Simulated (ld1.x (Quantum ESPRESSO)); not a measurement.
# Pseudopotential generation for caesium (Cs): ultrasoft, PBE, scalar-relativistic.

```json
{
 "Element": "Cs",
 "Generator": "ld1.x (Quantum ESPRESSO) 7.5",
 "Type": "ultrasoft",
 "Functional": "PBE",
 "Relativity": "scalar-relativistic",
 "Frozen core": "[Kr] 4d10",
 "Valence charge": "9",
 "Reference configuration": "5s2 5p6 5d1 6s0 6p0",
 "Partial waves": "5s (bound): rcut 2.65, rcutus 2.90 bohr; 6s (bound, empty): rcut 2.65, rcutus 2.90 bohr; 5p (bound): rcut 3.55, rcutus 4.20 bohr; 6p (bound, empty): rcut 3.55, rcutus 4.20 bohr; 5d (bound): rcut 3.95, rcutus 4.70 bohr; 5d channel at 1.06 Ry: rcut 3.95, rcutus 4.70 bohr",
 "Local potential": "all-electron potential smoothed inside 2.60 bohr (lloc = -1)",
 "Core correction": "none",
 "Augmentation charge": "PSQ, inside the norm-conserving radii"
}
```

All-electron outer shells of the reference configuration (PBE, scalar-relativistic, ld1.x):

```csv
shell,level (eV),outermost node (bohr),outermost maximum (bohr)
4p,-160.99,0.36,0.67
4d,-74.42,0.33,0.72
5s,-26.87,0.82,1.54
5p,-13.69,0.89,1.79
6s,-2.22,2.11,4.68
6p,-0.94,2.61,7.34
5d,-0.58,1.06,3.46
```

Calculated quality:

```
Configuration tests                       : test run stopped at test 1 of 7 (negative rho)
Lowest eigenvalue of the overlap operator : -0.88 (p channel); it is negative, so in a basis up to 400 Ry S is not positive definite and the file is unfit for use
Density cutoff estimated by the generator : 36 Ry
```

The ghost test of this file was not conclusive. Its overlap operator is not positive definite in a basis up to 400 Ry (lowest eigenvalue p -0.88), so the file is unfit for use: the generalised eigenproblem breaks down once the basis is large enough, and its test numbers describe a broken file.

Generation and tests took about 1.2 s on one core of a shared server CPU.
